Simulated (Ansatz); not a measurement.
Molecule: FeH, charge 0, multiplicity 6. SMILES: [FeH]
Coordinates optimised at B3LYP-D3(BJ)/def2-TZVP (Ansatz, a program for electronic structure):
```
Fe
H 1 1.6930
```
Charge 0, spin multiplicity 6.

Wanted: vertical electron affinity to the quintet, in eV. Terms: 6-31G* and kin with 6d, 5d where marked; spin-orbit terms left out; LANL2DZ with its own core potentials from Na on; each state is the SCF solution reached for its charge and spin; non-relativistic; open shells spin-unrestricted; frozen cores in correlated levels (noble-gas shells and the d and f shells of earlier blocks). Ab initio and DFT rows: single points at B3LYP-D3(BJ) geometries (Ansatz). A UHF reference is markedly spin-contaminated in at least one set, which strains HF and MP2. The spin state of an ion or metal species was assumed, not searched.

| level | program | vertical electron affinity to the quintet (eV) |
|---|---|---|
| HF/6-31G* | Ansatz | -0.39 |
| HF/6-31G* with LANL2DZ past Ar | Ansatz | -0.19 |
| PBE/6-31G* | Ansatz | 0.81 |
| PBE/6-31G* with LANL2DZ past Ar | Ansatz | 1.68 |
| B3LYP/3-21G | Ansatz | 0.21 |
| B3LYP/6-31G* | Ansatz | 0.84 |
| B3LYP/6-31G* with LANL2DZ past Ar | Ansatz | 1.60 |
| MP2/6-31G* | Ansatz | -0.09 |
| MP2/6-31G* with LANL2DZ past Ar | Ansatz | 0.15 |
| wB97M-V/def2-TZVPD | Ansatz | 1.16 |
| wB97X-V/def2-TZVPD | Ansatz | 1.09 |

No value to compare with is used here. The 9 habitual levels span -0.39 (HF/6-31G*) to 1.68 eV (PBE/6-31G* with LANL2DZ past Ar); wB97X-V/def2-TZVPD gives 1.09.

The levels are drawn from those run, B3LYP/6-31G* more often than the rest, none by its result; left out are runs that failed, that the program found above a lower state of the same kind, or whose <S^2> lies over 0.5 above the pure value.
